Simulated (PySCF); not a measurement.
AlH₅OP₂. Atoms are numbered in the order given.

```xyz
9

Al     0.3280    -0.1893    -0.1070
O      1.7730    -0.9099    -0.6610
H      2.4809    -1.3049    -0.1446
P     -0.1266     0.0543     2.1815
H      0.2723    -1.2858     2.4881
H     -1.5058    -0.2854     2.0138
P     -0.9807     0.7865    -1.7745
H     -2.2083     0.3701    -1.1688
H     -0.8789    -0.3666    -2.6143
```

Coordinates come from a B3LYP-D3(BJ)/def2-SVP optimisation. The structure was generated by enumeration; whether it is a known compound was not checked. The values are those of a single conformer.

Method: TDDFT-PBE/def2-SVPD (PySCF).

Vertical excitations. 

Question: Give excitation energies, oscillator strengths and character. (An estimate is asked for; the answer gives what the named calculation found.)

Answer: 
```csv
state,energy (eV),λ (nm),f,main pairs
S1,4.59,270,0.033,"HOMO→LUMO 79 %, HOMO→LUMO+1 16 %"
S2,4.73,262,0.061,HOMO→LUMO+1 78 %
S3,5.16,240,0.115,HOMO→LUMO+2 84 %
S4,5.52,224,0.009,HOMO−1→LUMO+1 89 %
S5,5.58,222,0.050,HOMO−1→LUMO 78 %
S6,5.89,211,0.023,"HOMO→LUMO+3 66 %, HOMO−2→LUMO 26 %"
S7,5.92,209,0.020,"HOMO→LUMO+4 47 %, HOMO−1→LUMO+2 44 %"
S8,6.06,205,0.011,"HOMO→LUMO+4 48 %, HOMO−1→LUMO+2 44 %"
S9,6.06,204,0.011,"HOMO−2→LUMO 49 %, HOMO→LUMO+5 32 %, HOMO→LUMO+3 12 %"
S10,6.13,202,0.057,"HOMO→LUMO+5 63 %, HOMO−2→LUMO 19 %"
T1,3.94,315,0,HOMO→LUMO 98 %
T2,4.49,276,0,HOMO→LUMO+1 99 %
T3,4.66,266,0,HOMO−1→LUMO 95 %
T4,4.78,259,0,HOMO→LUMO+2 97 %
```
Triplets are in the Tamm–Dancoff approximation, which puts them higher than full response would, so one can lie above its singlet here.
